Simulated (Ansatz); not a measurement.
A nudged elastic band was laid between two geometries of C$_{2}$H$_{8}$AlClSSi (14 atoms, charge 0, multiplicity 1).

Theory: RKS B3LYP-D4/6-31G* in Ansatz.

```json
{
  "movable images": "5",
  "climbing image": "yes",
  "spring": "5.0 eV/Å²",
  "optimiser": "quadratic models (default)",
  "start path": "IDPP",
  "force threshold": "0.03 eV/Å",
  "iteration limit": "57",
  "end points": "relaxed"
}
```

Initial state:

```xyz
14
Properties=species:S:1:pos:R:3
C 0.467 -1.866 0.702
Si 0.360 -0.396 -0.446
S 1.670 -0.540 -2.155
Cl -1.601 -0.571 -1.371
C 0.212 1.252 0.358
Al -1.748 1.609 0.091
H -0.292 -1.793 1.489
H 1.455 -1.899 1.178
H 0.319 -2.804 0.157
H 2.744 -0.051 -1.493
H 0.809 2.017 -0.150
H 0.497 1.207 1.415
H -2.174 2.697 -0.980
H -2.731 1.108 1.234
```

Final state:

```xyz
14
Properties=species:S:1:pos:R:3
C 0.630 -1.768 0.790
Si 0.500 -0.310 -0.371
S 2.120 -0.194 -1.793
Cl -1.184 -0.782 -1.662
C -0.077 1.268 0.379
Al -1.985 1.289 -0.252
H 1.496 -1.645 1.451
H 0.752 -2.705 0.237
H -0.269 -1.841 1.413
H 2.980 0.373 -0.915
H 0.463 2.135 -0.017
H 0.013 1.248 1.470
H -2.393 2.321 -1.385
H -3.057 0.581 0.683
```

(1) Which bonds break or form, and what moves?

(2) Give the energies along the band, and the barrier.

(3) What is the geometry of the highest image?

(4) What are the harmonic wavenumbers there?

## Answers

(1) No bond is made or broken. The dihedral H9–C1–Si2–Cl4 goes from 57 to -64°.

(2) It converged. The highest image is number 3 of 0 to 6, 1.8 kcal/mol above the ends, which have the same energy within 2 meV. A vibrational analysis at the climbing image gives one clearly imaginary mode, 168i cm⁻¹: a first-order saddle point.

| image | path coordinate (Å) | energy (kcal/mol) | dihedral H9–C1–Si2–Cl4 (°) |
| --- | --- | --- | --- |
| 0 | 0.00 | 0.0 | 57 |
| 1 | 0.59 | 0.4 | 37 |
| 2 | 1.19 | 1.3 | 17 |
| 3 | 1.78 | 1.8 | -3 |
| 4 | 2.38 | 1.3 | -24 |
| 5 | 2.98 | 0.4 | -44 |
| 6 | 3.58 | 0.0 | -64 |

(3) 
```xyz
14
Properties=species:S:1:pos:R:3:forces:R:3
C 0.605 -1.797 0.790 -0.01 -0.01 -0.01
Si 0.485 -0.327 -0.375 0.00 0.02 -0.02
S 2.076 -0.229 -1.834 0.00 0.01 0.00
Cl -1.226 -0.734 -1.659 -0.01 0.00 0.00
C -0.039 1.267 0.382 0.00 -0.01 0.00
Al -1.955 1.339 -0.223 0.00 0.00 0.00
H 0.560 -1.454 1.829 0.01 -0.01 0.01
H 1.543 -2.337 0.637 0.00 0.00 0.02
H -0.221 -2.496 0.625 0.00 0.00 0.01
H 2.960 0.320 -0.969 0.01 -0.01 0.00
H 0.514 2.117 -0.029 -0.01 0.00 0.00
H 0.069 1.250 1.472 0.00 0.00 0.00
H -2.349 2.390 -1.343 0.00 0.00 0.00
H -3.034 0.662 0.727 0.00 0.00 0.00
```

(4) 168i, 29, 59, 135, 162, 188, 226, 231, 283, 375, 399, 410, 493, 582, 628, 664, 710, 756, 763, 772, 829, 858, 937, 954, 1331, 1427, 1484, 1491, 1927, 1944, 2662, 3060, 3076, 3137, 3140, 3147 cm⁻¹.

Run time: 2.4 min on 2 threads of Arm Neoverse V2 (shared host), peak memory 0.34 GiB.
